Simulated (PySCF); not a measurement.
Sb(H)(OMe)2 (C2H7O2Sb), SMILES C[O][SbH][O]C.

The structure is a stationary point at PBE-D3(BJ)/def2-SVP. The structure was generated by enumeration; whether it is a known compound was not checked. The def2 effective core potentials stand for the cores of Sb; spin–orbit coupling is left out. One conformer was computed; it need not be the lowest.

Two levels are set side by side: PBE/def2-TZVP (PySCF) and PBE0/def2-TZVP (PySCF). Same geometry, gas phase. Differences are taken from unrounded values.

| quantity | PBE0 |
|---|---|
| orbital gap (eV) | 6.40 |
| highest occupied level (eV) | -7.53 |
| lowest empty level (eV) | -1.13 |
| dipole moment (D) | 1.05 |
| mean polarisability (bohr³) | 74.1 |

Question: What does PBE give, and how far is it from PBE0? (The exact figures need the calculation; the answer reports its results.)

Answer: 
| quantity | PBE | PBE minus PBE0 |
|---|---|---|
| orbital gap (eV) | 4.27 | -2.13 |
| highest occupied level (eV) | -6.17 | 1.36 |
| lowest empty level (eV) | -1.90 | -0.77 |
| dipole moment (D) | 0.93 | -0.12 |
| mean polarisability (bohr³) | 77.3 | 3.2 |

Without exact exchange PBE keeps part of each electron's self-repulsion, which lifts occupied levels and narrows the gap. PBE's more diffuse valence density responds more strongly to a field. Differences between two approximate levels are no errors against the true value.

Rough cost on one machine, each run with all the roots and properties that it gave: PBE0 against PBE within a factor of 2.
